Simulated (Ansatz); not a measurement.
`BN([SiH3])C(C)C`, relaxed with RKS PBE-D4/def2-SVP in Ansatz 0.2.0 from a rough embedded geometry. The force threshold is 0.03 eV/Å; the program also tests the step.

Total charge 0; spin multiplicity 1.

Start:

```xyz
18

B     1.218    1.458   -0.007
N     0.769    0.090    0.530
Si    0.160    0.367    2.176
C    -0.210   -0.689   -0.228
C    -1.445    0.098   -0.737
C     0.527   -1.289   -1.520
H     2.307    1.620   -0.335
H     0.375    2.318   -0.158
H    -0.926    1.306    2.221
H     1.266    0.843    3.058
H    -0.316   -0.927    2.772
H    -0.532   -1.591    0.317
H    -1.982    0.512    0.084
H    -1.187    0.863   -1.476
H    -2.137   -0.610   -1.235
H    -0.155   -2.006   -2.060
H     1.409   -1.864   -1.182
H     0.858   -0.500   -2.219
```

```
         step  energy (eV)  largest force (eV/Å)  largest move (Å)
            1  -13331.8540                 3.004             0.000
            2  -13332.2176                 1.293             0.191
            3  -13332.4173                 0.591             0.198
            4  -13332.5747                 0.719             0.200
            5  -13332.7861                 0.836             0.195
            6  -13332.9995                 0.833             0.200
            7  -13333.1973                 0.736             0.200
            8  -13333.4005                 0.561             0.200
            9  -13333.5379                 0.318             0.200
           10  -13333.5978                 0.260             0.200
           11  -13333.6149                 0.154             0.200
           12  -13333.6224                 0.118             0.083
           13  -13333.6294                 0.253             0.200
           14  -13333.6346                 0.224             0.117
           15  -13333.6384                 0.151             0.047
16 (rejected)  -13333.6368                 0.251             0.045
           17  -13333.6407                 0.083             0.022
           18  -13333.6431                 0.036             0.080
           19  -13333.6442                 0.052             0.096
           20  -13333.6448                 0.023             0.018
```

End:

```xyz
18

B     1.204    1.447   -0.113
N     0.443    0.426    0.488
Si    0.413    0.172    2.250
C    -0.423   -0.507   -0.293
C    -1.587    0.243   -0.948
C     0.399   -1.318   -1.299
H     1.884    2.171    0.592
H     1.179    1.607   -1.321
H    -1.001    0.315    2.755
H     1.309    1.172    2.915
H     0.864   -1.231    2.566
H    -0.859   -1.229    0.436
H    -2.177    0.798   -0.192
H    -1.208    0.973   -1.692
H    -2.266   -0.462   -1.469
H    -0.240   -2.062   -1.817
H     1.221   -1.860   -0.791
H     0.845   -0.654   -2.066
```

It took 19 s on 4 threads of an AMD EPYC 9R45 on a shared host, with 0.23 GiB of host memory at the peak.
